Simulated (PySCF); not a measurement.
AuH₆N₂, SMILES [NH3+][Au]<-[NH3], charge +1, multiplicity 1. Atoms are numbered in the order given.

```xyz
9

Au     0.0000     0.0000     0.0000
N      0.0000     0.0000     2.0648
H     -0.4562     0.8325     2.4486
H     -0.4929    -0.8113     2.4486
H      0.9490    -0.0212     2.4486
N      0.0000     0.0000    -2.0648
H     -0.4562    -0.8325    -2.4486
H     -0.4929     0.8113    -2.4486
H      0.9490     0.0212    -2.4486
```
Charge +1, spin multiplicity 1.

Geometry optimised at PBE0-D3(BJ)/def2-SVP. The multiplicity is an assumed one; other spin states were not compared. The def2 effective core potentials stand for the cores of Au; spin–orbit coupling is left out.

These are PBE/def2-TZVPD run with PySCF values and carry that method's errors.

The molecule is in vacuum.

Question: Estimate the frontier levels, gap, dipole moment and polarisability. (Estimate from the structure and the level; the computed values follow.)

Answer: 
| Quantity | Result |
|---|---|
| highest occupied level | -11.20 eV |
| lowest empty level | -5.87 eV |
| orbital gap | 5.33 eV |
| dipole moment about the centre of nuclear charge | 0.00 D |
| mean static polarisability | 47.5 bohr³ (7.04 Å³) |
| polarisability, principal values | 40.2, 40.2, 62.1 bohr³ |
